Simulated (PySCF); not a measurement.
Polarisability of `O=C([O-])c1cc(F)c(CF)s1`

Species: C6H3F2O2S (charge -1).
Cartesian coordinates in Å at the PBE0-D3(BJ)/def2-SVP level; atoms count from 1:
```xyz
14
C6H3F2O2S angstrom
O      3.0913   -1.3579   -1.2002
C      2.9399   -0.4619   -0.3505
O      3.7493    0.2049    0.3103
C      1.4636   -0.1289   -0.0740
C      0.9101    0.7787    0.7969
C     -0.5003    0.7463    0.7419
F     -1.2733    1.5322    1.5064
C     -1.0342   -0.1674   -0.1392
C     -2.4680   -0.3840   -0.4173
F     -2.9242    0.2947   -1.5413
S      0.2597   -1.0036   -0.9406
H      1.5214    1.4176    1.4334
H     -3.0585   -0.0314    0.4448
H     -2.6838   -1.4542   -0.5782
```

Level: CAM-B3LYP/def2-SVPD (PySCF), static field, nuclei fixed, core orbitals frozen in the response. The polarisability tensor in these axes (au):

```
x   136.29  -0.71   2.89
y    -0.71  88.50  21.77
z     2.89  21.77  87.82
```

Question: Give the principal values, the mean and the anisotropy Δα = √{½[(α1 − α2)² + (α2 − α3)² + (α1 − α3)²]}.

Answer: Principal values 66.30, 109.84 and 136.47 au; mean 104.20 au = 15.44 Å³ = 17.18 × 10⁻⁴⁰ C²·m²/J; Δα = 61.36 au (59 % of the mean).

Question: Rayleigh depolarisation ratio (linearly polarised light, static tensor)?

Answer: ρ = 3Δα²/(45ᾱ² + 4Δα²) = 11294.5/(488629 + 15059.4) = 0.0224.

Question: In TDDFT the mean static polarisability is Σ f/ω² over all singlet excitations (ω in hartree). How much of it do the 6 lowest give? Their energies (eV) and oscillator strengths: 4.26, 0.0000; 4.30, 0.0001; 4.95, 0.0010; 5.17, 0.2344; 5.47, 0.0933; 5.75, 0.0012.

Answer: They add up to 8.86 au, 8.5 % of the 104.20 au; the largest single term is 6.48 au, from the state at 5.17 eV. Terms in order: 0.00, 0.00, 0.03, 6.48, 2.31, 0.03 au. Higher excitations give the rest. The strengths listed sum to 0.330.

Question: Directions of the eigenvectors, and the extent of the frame along each?

Answer: Largest value along (1.00, 0.02, 0.07), where the nuclei span 6.79 Å; middle along (-0.06, 0.71, 0.70), 4.20 Å; least along (-0.04, -0.70, 0.71), 1.90 Å. The response follows the extents in order.

Question: What are the principal values of the traceless quadrupole moment, Θ = ½Σq(3rr − r²1), about the centre of nuclear charge?

Answer: -47.66, 16.29, 31.37 D·Å. The values depend on the origin, since the species is charged. The electronic extent ⟨r²⟩ about the same centre is 2172 bohr², a root-mean-square distance of 2.60 Å for the 90 electrons.

One conformer (not necessarily the lowest) at the PBE0-D3(BJ)/def2-SVP geometry, without solvent, vibrations or thermal averaging.
